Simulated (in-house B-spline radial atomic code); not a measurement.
# Solving the quasi-particle equation for 4f of W6+

Configuration [Xe] 4f14, start PBE0. Computed with a B-spline radial code for spherical atoms: all electrons, scalar-relativistic (spin-free one-electron X2C), finite nucleus, each spin shell either full or empty, empty states to l = 9 with an (l + 1/2)⁻⁴ tail; G0W0 by contour deformation at full frequency.

Without the two-electron picture change, the correlation of inner shells comes somewhat too large for so heavy an element.

At the mean-field level ε = -113.757 eV the matrix elements are Σx = -91.482 eV, v_xc = -77.858 eV and Σc(ε) = 3.61 eV, and the slope of the correlation self-energy is dΣc/dω = -0.0526. The quasi-particle energy solves E = ε + Σx − v_xc + Σc(E).

(1) What does the linearised equation give?

(2) How does that compare with the full solution and with static screening?

## Answers

(1) Z = 1/(1 − dΣc/dω) = 1/1.0526 = 0.9500. The first-order shift is Σx − v_xc + Σc(ε) = -91.482 − (-77.858) + (3.61) = -10.014 eV, so E ≈ ε + Z × shift = -113.757 + 0.9500 × (-10.014) = -123.270 eV.

(2) Solving the equation at full frequency dependence gives E = -123.238 eV, where Σc = 4.142 eV and the weight is 0.944; the linearised value is off by 32 meV. Leaving Z out would give -123.771 eV. Static COHSEX puts -2.192 eV in place of Σc and gives -129.573 eV, 6.33 eV deeper.
